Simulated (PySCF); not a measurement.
Compound: C₂H₇BS.
Z-matrix (Å and degrees, PBE0-D3(BJ)/def2-SVP geometry), rows numbered from 1:
```
B 
C   1  1.5572
S   2  1.8133  1  118.38
C   3  1.8029  2   99.57  1   -62.58
H   1  1.2091  2  121.83  3   -13.79
H   1  1.2116  2  118.88  3   169.28
H   2  1.1122  1  102.13  3   115.41
H   2  1.1047  1  113.32  3  -133.50
H   4  1.1015  3  111.56  2    61.01
H   4  1.1013  3  111.63  2   -61.98
H   4  1.0987  3  107.03  2   179.49
```

Level of theory: PySCF 2.14.0, PBE0-D3(BJ)/def2-SVP geometry optimisation, gas phase.

Masses are those of the commonest isotopes; rigid-rotor values at the optimised geometry. The values belong to one conformer with, in the numbering `[BH2:1][CH2:2][S:3][CH3:4]`, H–B1–C2–S3 -14° and 169°, B1–C2–S3–C4 -63°.

Problem. Give the principal moments of inertia and the rotational constants in MHz.

Solution. Ia = 51.87, Ib = 122.78, Ic = 153.94 u·Å²; 505379 MHz·u·Å²/I gives A = 9744, B = 4116, C = 3283 MHz.

Problem. Classify the top.

Solution. An asymmetric top: κ = (2 × 4116 − 9744 − 3283)/(9744 − 3283) = -0.74.

Problem. What does the inertial defect say?

Solution. Not planar: Δ = Ic − Ia − Ib = -20.70 u·Å². For a rigid frame Δ = −2 Σ m c², so Σ m c² = 10.35 u·Å² lies off the ab plane: 6.02 from hydrogen and 4.33 from heavier atoms. The atom farthest from that plane is 1.53 Å away.

Problem. Where do the levels up to J = 3 lie, in MHz?

Solution. Above 0(0,0):
J = 1: 1(0,1) 7399, 1(1,1) 13027, 1(1,0) 13860
J = 2: 2(0,2) 22111, 2(1,2) 26992, 2(1,1) 29491, 2(2,1) 46375, 2(2,0) 46460
J = 3: 3(0,3) 43971, 3(1,3) 47888, 3(1,2) 52881, 3(2,2) 68572, 3(2,1) 68995, 3(3,1) 98845, 3(3,0) 98850

Problem. Which types of transition are allowed, and where do some lines up to J = 4 fall?

Solution. The dipole components are |μa| = 0.47 D, |μb| = 0.74 D, |μc| = 0.84 D. Intensities carry the squares of the components, which stand as 0.31 : 0.77 : 1.00 (a : b : c). Some lines, for components of 0.1 D or more:

| type | branch | J(Ka,Kc) | MHz | lower level (cm⁻¹) |
| --- | --- | --- | --- | --- |
| b | Q | 1(1,0) ← 1(0,1) | 6461 | 0.247 |
| b | R | 2(0,2) ← 1(1,1) | 9084 | 0.435 |
| b | Q | 4(1,3) ← 4(0,4) | 11196 | 2.427 |
| c | Q | 4(2,3) ← 4(1,3) | 14146 | 2.800 |
| a | R | 2(0,2) ← 1(0,1) | 14712 | 0.247 |
| c | Q | 2(2,1) ← 2(1,1) | 16883 | 0.984 |
| b | Q | 2(2,1) ← 2(1,2) | 19383 | 0.900 |
| c | R | 2(1,1) ← 1(0,1) | 22092 | 0.247 |
| a | R | 3(1,2) ← 2(1,1) | 23390 | 0.984 |
| b | Q | 3(3,1) ← 3(2,2) | 30273 | 2.287 |
| a | R | 4(1,3) ← 3(1,2) | 31073 | 1.764 |
| b | R | 2(2,1) ← 1(1,0) | 32515 | 0.462 |
| b | R | 2(2,0) ← 1(1,1) | 33434 | 0.435 |
| b | Q | 4(4,1) ← 4(3,2) | 42170 | 4.290 |
| c | R | 4(2,2) ← 3(1,2) | 46451 | 1.764 |
| c | R | 4(2,3) ← 3(1,3) | 50213 | 1.597 |
| b | R | 4(4,1) ← 3(3,0) | 71917 | 3.297 |

Problem. Estimate the classical rotational partition function at 25 K, 100 K and 200 K.

Solution. Point group C1, symmetry number σ = 1; q = (√π/σ)·√((kT/h)³/(ABC)), k/h = 20836.6 MHz/K: 1840 at 25 K, 14700 at 100 K, 41600 at 200 K.

No frequency check. No vibrational averaging or centrifugal distortion is included, and the geometry carries the error of its method. A rigid rotor knows nothing of internal rotation, which can split or shift real lines. Quadrupole hyperfine structure (11B) is left out.

On one thread, Arm Neoverse V2 (aarch64), shared host with 192 logical CPUs at a one-minute load of 39, this took 13 s and 0.39 GiB of memory at its peak. That covers the optimisation of the geometry.
